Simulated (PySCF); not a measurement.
Lowest empty level (eV) of eight silicon and germanium compounds: PBE beside HF, computed with PySCF for isolated molecules in the bases named; differences from unrounded values. The eight are the first of their class met in an unordered collection, after screening for sound electronic states; none was chosen by its value. Each molecule has one DFT geometry for both levels.

```csv
molecule,basis,HF
"N-silylprop-2-yn-1-amine (C₃H₇NSi), SMILES C#CCN[SiH3]",def2-TZVP,3.15
"C2H6GeN2, SMILES [CH2]1N=[CH][Ge@@H]1[NH2]",def2-TZVP,2.81
"C3H12N2Si, SMILES CC(C)[SiH](N)N",def2-TZVP,3.42
"Si(H)(Me)2(NH2) (C2H9NSi), SMILES C[SiH](N)C",def2-TZVP,3.41
"Se(SH)(OSiH3) (H4OSSeSi), SMILES S[Se]O[SiH3]",def2-TZVP,2.32
"C₂H₁₂N₂Si₂, SMILES C[Si@H](CN)N[SiH3]",def2-TZVP,3.10
"C2H5NO2Si, SMILES CO[SiH2]N=C=O",def2-TZVP,3.11
"C2H9FSi3, SMILES [SiH2]1[Si](C)(F)[SiH2]C1",def2-TZVP,2.40
```

**Question.** Estimate the PBE values and say how PBE differs from HF over the set. (An estimate is asked for; the answer gives what the named calculation found.)

**Answer.** 
```json
[
 {"molecule": "N-silylprop-2-yn-1-amine (C₃H₇NSi), SMILES C#CCN[SiH3]", "PBE": "-0.71", "difference": "-3.86"},
 {"molecule": "C2H6GeN2, SMILES [CH2]1N=[CH][Ge@@H]1[NH2]", "PBE": "-1.81", "difference": "-4.62"},
 {"molecule": "C3H12N2Si, SMILES CC(C)[SiH](N)N", "PBE": "-0.02", "difference": "-3.43"},
 {"molecule": "Si(H)(Me)2(NH2) (C2H9NSi), SMILES C[SiH](N)C", "PBE": "0.07", "difference": "-3.34"},
 {"molecule": "Se(SH)(OSiH3) (H4OSSeSi), SMILES S[Se]O[SiH3]", "PBE": "-2.27", "difference": "-4.59"},
 {"molecule": "C₂H₁₂N₂Si₂, SMILES C[Si@H](CN)N[SiH3]", "PBE": "-0.61", "difference": "-3.71"},
 {"molecule": "C2H5NO2Si, SMILES CO[SiH2]N=C=O", "PBE": "-0.93", "difference": "-4.04"},
 {"molecule": "C2H9FSi3, SMILES [SiH2]1[Si](C)(F)[SiH2]C1", "PBE": "-1.77", "difference": "-4.17"}
]
```
PBE lies below HF in 8 and above it in 0 of the eight; the mean signed difference is -3.97 and the largest -4.62 eV.
